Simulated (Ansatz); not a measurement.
Ligand exchange: C3H9B + C2H8MgN2 → C3H10BN + C2H7MgN

Species: C3H9B `BC(C)C`, singlet; C2H8MgN2 `C[N](C)[Mg][NH2]`, singlet; C3H10BN `CC(C)BN`, singlet; C2H7MgN `C[N](C)[MgH]`, singlet. The partners trade H for NH2: B–H and Mg–NH2 bonds give way to B–NH2 and Mg–H.

Shapes, held fixed at every level: PBE0-D4/def2-TZVP. Flexible molecules stand in one conformer, not always the lowest. Programs: Ansatz 0.2.0. The zero-point and thermal change to 298 K, harmonic and unscaled (PBE0-D4/def2-TZVP), is +2.3 kJ/mol.

**Question.** Estimate ΔH(298 K) of this reaction.

**Answer.** The highest level, CCSD(T)/def2-TZVPP, gives ΔH(298 K) = -88.2 kJ/mol; the levels span -111.1 to -84.8. The column of differences is taken from that level and isn't an error. No measured value is set beside it here. Correlated rows may include outer-core shells of Mg, which these sets cover unevenly.

| level | kind | ΔH(298 K) (kJ/mol) | less CCSD(T)/def2-TZVPP |
| --- | --- | --- | --- |
| HF/def2-TZVPP | Hartree–Fock | -84.8 | +3.4 |
| SPW92/def2-TZVPP | LDA | -111.1 | -22.9 |
| PBE-D4/def2-TZVPP | GGA | -97.2 | -9.0 |
| PBE0-D4/def2-TZVPP | global hybrid | -96.0 | -7.8 |
| wB97M-V/def2-TZVPP | range-separated hybrid | -91.8 | -3.6 |
| MP2/def2-SVP | perturbation theory | -98.3 | -10.1 |
| CCSD/def2-SVP | coupled cluster or CI | -101.1 | -12.9 |
| CCSD(T)/def2-TZVPP | coupled cluster or CI | -88.2 | 0.0 |
